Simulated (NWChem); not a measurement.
System: GeHF, singlet; SMILES [F][GeH]

Low-valent species are run as closed-shell singlets; no triplet was tried in these runs.

**Question.** Give the equilibrium geometry at PBE0/def2-SVP (NWChem) as a list of bonds and angles, with the point group.

**Answer.** point group Cs; any orientation.
Bonded distances (Å): Ge1–H2 1.612, Ge1–F3 1.757. Bond angles (°): H2–Ge1–F3 95.0.
